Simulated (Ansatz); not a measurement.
One change: `CO[SiH](Cl)SC` becomes `CO[SiH](N)Cl`.

Ansatz, PBE0-D4/def2-TZVP geometries, multiplicity 1. Each molecule was computed in one conformer, which needn't be the lowest.

```tsv
property	`CO[SiH](Cl)SC`
size of the dipole moment (PBE/def2-TZVPP) / D	1.18
size of the dipole moment (ωB97M-V/def2-TZVPP) / D	1.27
LUMO energy (PBE/def2-TZVPP) / eV	-0.97
LUMO energy (PBE0/def2-TZVPP) / eV	-0.04
HOMO–LUMO gap (PBE0/def2-TZVPP) / eV	7.13
HOMO energy (PBE0/def2-TZVPP) / eV	-7.18
```

Problem. Give the same properties after the change, and the shifts. (Estimate.)

Solution. Ansatz gave: 
| property | `CO[SiH](N)Cl` | shift |
| --- | --- | --- |
| size of the dipole moment (PBE/def2-TZVPP) / D | 1.64 | 0.46 |
| size of the dipole moment (ωB97M-V/def2-TZVPP) / D | 1.65 | 0.38 |
| LUMO energy (PBE/def2-TZVPP) / eV | 0.01 | 0.98 |
| LUMO energy (PBE0/def2-TZVPP) / eV | 0.85 | 0.89 |
| HOMO–LUMO gap (PBE0/def2-TZVPP) / eV | 8.86 | 1.73 |
| HOMO energy (PBE0/def2-TZVPP) / eV | -8.01 | -0.83 |

With PBE0 the HOMO falls by 0.83 eV and the LUMO rises by 0.89 eV, so the gap widens by about 1.72 eV. PBE moves the HOMO by -0.57 eV and ωB97M-V by -1.04 eV. Dipoles are sizes alone; their direction can turn.
